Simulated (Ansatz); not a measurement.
Basis-set extrapolation for FH₇OSi₃ (`O[SiH2][SiH2][SiH2]F`) (PBE0-D4/def2-TZVP geometry, frozen core, the Gaussian-basis code of Ansatz). Multiplicity 1, RHF reference.

|  | def2-TZVPP | def2-QZVPP |
| --- | --- | --- |
| HF | -1045.393936 | -1045.429798 |
| MP2 correlation | -0.860290 | -0.933257 |
| CCSD(T) correlation | -0.947700 | not run |

Energies in hartree. Use E(X) = E(∞) + A·exp(−7.88·√X) for Hartree–Fock and E(X) = E(∞) + B·X^(−2.97) for correlation, with X = 3 and 4, and add CCSD(T) minus MP2 of the smaller set to the MP2 limit.

**Question.** What is the CCSD(T) energy at the basis-set limit?

**Answer.** HF limit: -1045.429798 + (-0.035862) × 0.13774 = -1045.43474. MP2 limit: -0.933257 + (-0.072967) × 0.74074 = -0.98731. Higher-order term: -0.947700 − (-0.860290) = -0.08741. Total: -1046.50946 hartree, 440.6 kJ/mol below CCSD(T)/def2-TZVPP.
